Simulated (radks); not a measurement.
Si VIII, configuration [He] 2s2 2p3. Method: Dirac Kohn-Sham, PBEsol, spin-unpolarised, spherical densities, point nucleus; open shells fill j = l - 1/2 first; computed with a radial shooting solver on a logarithmic mesh with Libxc functionals. Some entries of the table are withheld. Estimate them.

orbital,occ.,eigenvalue (eV),<r> (bohr)
1s1/2,2,-2002.992,0.1111
2s1/2,2,-313.4512,0.5183
2p1/2,2,-275.8170,(1)
2p3/2,1,-274.9680,(2)
3s1/2,0,(3),(4)
3p1/2,0,-98.6233,(5)
3p3/2,0,-98.4483,(6)

Answer. 
(1) 2p1/2 <r> (bohr): 0.4649
(2) 2p3/2 <r> (bohr): 0.4665
(3) 3s1/2 eigenvalue (eV): -109.0784
(4) 3s1/2 <r> (bohr): 1.354
(5) 3p1/2 <r> (bohr): 1.360
(6) 3p3/2 <r> (bohr): 1.362
